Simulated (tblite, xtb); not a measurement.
C2H3O2 (SMILES CO[C]=O), doublet, geometry from GFN2-xTB. Base run: xtb with GFN1-xTB.

The xtb input:
```
$ xtb mol.xyz --gfn 1 --uhf 1 --json

# file mol.xyz
7

C     -0.93387820    -0.06541199     0.01318371
O     -0.95258739    -1.26170140     0.00490787
O     -0.02803634     0.83430160     0.00637219
C      1.38446796     0.45047108    -0.01701847
H      1.94352282     1.38117052    -0.01853930
H      1.61200272    -0.14253780     0.86761719
H      1.58592576    -0.12978890    -0.91630983
```

Programs used: tblite, xtb; a row that names a program was run with it.

The base run was repeated with changes; each row names its change, and settings that it needs were set with it.

| change | ΔE vs base (mEh) | dipole (D) | G_solv (kcal/mol) | SCF cycles |
|---|---|---|---|---|
| base | 0.000 | 3.18 | - | 10 |
| gbsa = thf | -6.350 | 3.53 | -4.40 | 9 |
| acc = 0.0001 | 0.000 | 3.18 | - | 13 |
| acc = 30 | 0.000 | 3.18 | - | 8 |
| gbsa = water | -3.978 | 3.61 | -3.20 | 9 |
| alpb = water | -4.825 | 3.53 | -3.48 | 9 |
| alpb = thf | -5.734 | 3.47 | -3.90 | 9 |
| etemp = 1000 | 0.000 | 3.18 | - | 10 |
| alpb = ether | -4.805 | 3.43 | -3.25 | 9 |
| program = tblite; method = gfn1 | 0.000 | - | - | - |
| program = tblite; method = gfn1; option = (--etemp, 2000) | -0.003 | - | - | - |
| etemp = 10000 | -18.120 | 3.34 | - | 10 |
| program = tblite; method = gfn1; option = (--alpb, water) | -4.383 | - | - | - |

ALPB and GBSA are two models with their own fitted parameters for each solvent, which aren't always the measured dielectric constant.
